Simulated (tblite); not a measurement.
Compound: C5H15N3Si.
SMILES with atom numbers: `[CH2:1]=[C:2]([SiH2:3][NH2:4])[N:5]([CH3:6])[CH2:7][CH2:8][NH2:9]` (hydrogens: H10, H11 on C1; H12, H13 on Si3; H14, H15 on N4; H16, H17, H18 on C6; H19, H20 on C7; H21, H22 on C8; H23, H24 on N9)

Computed with GFN2-xTB (tblite), gas phase: L-BFGS steps from a force-field or distance-geometry start until the largest atomic force falls under 0.01 eV/Å.

Step 18: E = -784.1984 eV
```
atom  x, y, z in Å  |  force x, y, z in eV/Å
C1      1.7446   -1.3630   -1.1301    0.019  -0.064  -0.034
C2      0.8602   -1.0095   -0.1840    0.025   0.015  -0.060
Si3     1.5419   -0.6865    1.5643    0.057   0.040  -0.029
N4      1.7099    1.0090    1.8757    0.004  -0.050  -0.002
N5     -0.4691   -0.7839   -0.4785    0.041  -0.007  -0.019
C6     -0.9365   -0.9895   -1.8291   -0.026   0.006   0.029
C7     -1.3975   -0.2298    0.4686   -0.019  -0.027  -0.077
C8     -1.7668    1.2388    0.1831    0.011  -0.056   0.018
N9     -0.5670    2.0628    0.1822   -0.033  -0.018  -0.030
H10     1.5136   -1.4758   -2.1762   -0.023  -0.041   0.023
H11     2.7615   -1.5929   -0.8630   -0.048   0.068   0.017
H12     2.8771   -1.2750    1.6255    0.039   0.037   0.004
H13     0.7137   -1.2557    2.6327   -0.030   0.016   0.026
H14     0.8758    1.5752    1.7609    0.026  -0.036   0.011
H15     2.4623    1.4635    1.3779   -0.007   0.009   0.088
H16    -2.0132   -0.8316   -1.8726    0.019  -0.016   0.020
H17    -0.4548   -0.3036   -2.5406   -0.057  -0.044   0.058
H18    -0.7229   -2.0162   -2.1487   -0.003   0.074   0.010
H19    -2.3217   -0.8249    0.4568   -0.008   0.032   0.018
H20    -0.9656   -0.2881    1.4674   -0.041   0.017  -0.094
H21    -2.4183    1.5905    0.9886   -0.015   0.027  -0.035
H22    -2.3326    1.3016   -0.7638    0.053  -0.015   0.042
H23     0.0891    1.6917   -0.4997   -0.013   0.021  -0.001
H24    -0.7955    3.0129   -0.0897    0.028   0.011   0.015
```

Step 19: E = -784.2008 eV
```
atom  x, y, z in Å  |  force x, y, z in eV/Å
C1      1.7441   -1.3616   -1.1329    0.009  -0.093  -0.033
C2      0.8596   -1.0096   -0.1869    0.030   0.029  -0.031
Si3     1.5421   -0.6853    1.5609    0.083   0.059   0.012
N4      1.7107    1.0093    1.8824   -0.006  -0.064  -0.032
N5     -0.4700   -0.7875   -0.4802    0.023   0.007   0.003
C6     -0.9381   -0.9906   -1.8310   -0.022   0.004   0.036
C7     -1.3958   -0.2318    0.4685   -0.049   0.020  -0.063
C8     -1.7659    1.2370    0.1833    0.010  -0.022  -0.005
N9     -0.5661    2.0609    0.1815   -0.023  -0.015  -0.013
H10     1.5085   -1.4836   -2.1765   -0.006  -0.032   0.005
H11     2.7597   -1.5930   -0.8639   -0.029   0.070   0.005
H12     2.8812   -1.2702    1.6223   -0.004   0.043   0.003
H13     0.7107   -1.2482    2.6319   -0.010   0.006   0.006
H14     0.8748    1.5741    1.7661    0.069  -0.038   0.006
H15     2.4674    1.4653    1.3911   -0.046   0.007   0.099
H16    -2.0151   -0.8348   -1.8729    0.021  -0.018   0.017
H17    -0.4575   -0.3034   -2.5418   -0.058  -0.032   0.059
H18    -0.7215   -2.0156   -2.1532   -0.012   0.062   0.012
H19    -2.3213   -0.8243    0.4598   -0.009   0.014   0.017
H20    -0.9632   -0.2851    1.4674   -0.036  -0.005  -0.106
H21    -2.4198    1.5939    0.9858    0.005  -0.008  -0.046
H22    -2.3270    1.3010   -0.7660    0.028  -0.026   0.040
H23     0.0865    1.6901   -0.5040   -0.008   0.041   0.003
H24    -0.7958    3.0128   -0.0843    0.040  -0.007   0.008
```

Step 20: E = -784.2032 eV
```
atom  x, y, z in Å  |  force x, y, z in eV/Å
C1      1.7430   -1.3620   -1.1362   -0.011  -0.101  -0.019
C2      0.8594   -1.0093   -0.1903    0.027   0.038   0.008
Si3     1.5432   -0.6833    1.5575    0.074   0.039   0.042
N4      1.7113    1.0089    1.8889   -0.010  -0.055  -0.040
N5     -0.4707   -0.7913   -0.4818   -0.002   0.020   0.025
C6     -0.9399   -0.9917   -1.8321   -0.013   0.000   0.035
C7     -1.3945   -0.2337    0.4672   -0.062   0.054  -0.032
C8     -1.7648    1.2347    0.1832    0.005   0.022  -0.032
N9     -0.5654    2.0585    0.1807    0.003  -0.006   0.012
H10     1.5029   -1.4919   -2.1770    0.009  -0.029  -0.024
H11     2.7571   -1.5921   -0.8649    0.011   0.062  -0.008
H12     2.8849   -1.2646    1.6186   -0.026   0.041   0.003
H13     0.7077   -1.2405    2.6310    0.017   0.000  -0.023
H14     0.8751    1.5732    1.7720    0.081  -0.030   0.000
H15     2.4721    1.4679    1.4070   -0.057   0.012   0.095
H16    -2.0167   -0.8385   -1.8731    0.003  -0.017   0.019
H17    -0.4612   -0.3036   -2.5418   -0.047   0.001   0.041
H18    -0.7201   -2.0139   -2.1577   -0.018   0.025   0.011
H19    -2.3210   -0.8235    0.4636   -0.017  -0.009   0.006
H20    -0.9608   -0.2818    1.4651   -0.021  -0.028  -0.087
H21    -2.4211    1.5969    0.9820    0.018  -0.041  -0.045
H22    -2.3211    1.2995   -0.7676   -0.009  -0.032   0.012
H23     0.0838    1.6894   -0.5086    0.003   0.052   0.000
H24    -0.7950    3.0125   -0.0781    0.042  -0.020   0.001
```

Task: Estimate the geometry and energy of step 21. (The exact step hangs on the optimiser's Hessian estimate; all steps are aligned on step 20, rigid shifts and turns removed.)

Result: E = -784.2054 eV, largest force 0.093 eV/Å
```
atom  x, y, z in Å  |  force x, y, z in eV/Å
C1      1.7412   -1.3645   -1.1395   -0.031  -0.088   0.005
C2      0.8596   -1.0085   -0.1934    0.017   0.040   0.035
Si3     1.5449   -0.6809    1.5547    0.035  -0.005   0.045
N4      1.7115    1.0076    1.8941   -0.004  -0.026  -0.020
N5     -0.4714   -0.7946   -0.4828   -0.021   0.028   0.035
C6     -0.9417   -0.9928   -1.8323   -0.005  -0.003   0.027
C7     -1.3943   -0.2346    0.4652   -0.052   0.059   0.000
C8     -1.7636    1.2329    0.1823   -0.001   0.054  -0.052
N9     -0.5646    2.0560    0.1800    0.030   0.006   0.031
H10     1.4978   -1.5001   -2.1781    0.020  -0.031  -0.042
H11     2.7545   -1.5903   -0.8659    0.049   0.049  -0.022
H12     2.8875   -1.2587    1.6150   -0.021   0.029   0.004
H13     0.7053   -1.2333    2.6297    0.039  -0.007  -0.044
H14     0.8768    1.5727    1.7780    0.057  -0.012  -0.005
H15     2.4758    1.4711    1.4240   -0.035   0.024   0.076
H16    -2.0181   -0.8423   -1.8728   -0.022  -0.014   0.023
H17    -0.4652   -0.3039   -2.5409   -0.031   0.038   0.018
H18    -0.7188   -2.0119   -2.1616   -0.019  -0.019   0.009
H19    -2.3209   -0.8230    0.4674   -0.026  -0.025  -0.010
H20    -0.9584   -0.2791    1.4610   -0.005  -0.041  -0.043
H21    -2.4217    1.5988    0.9776    0.018  -0.059  -0.031
H22    -2.3159    1.2972   -0.7691   -0.045  -0.027  -0.030
H23     0.0815    1.6898   -0.5131    0.018   0.051  -0.005
H24    -0.7933    3.0120   -0.0720    0.036  -0.021  -0.004
```

The energy changes by -0.0022 eV. The first-order estimate −F·Δx gives -0.0030 eV and the mean of the old and new forces, exact on a quadratic surface, -0.0022 eV. The step makes an angle of 71° with the force vector and moves no atom by more than 0.018 Å.

The cost below is that of the whole relaxation. On one thread of an Intel Xeon at 2.50 GHz, on a shared host, this took 5.0 s wall, 4.3 s CPU.
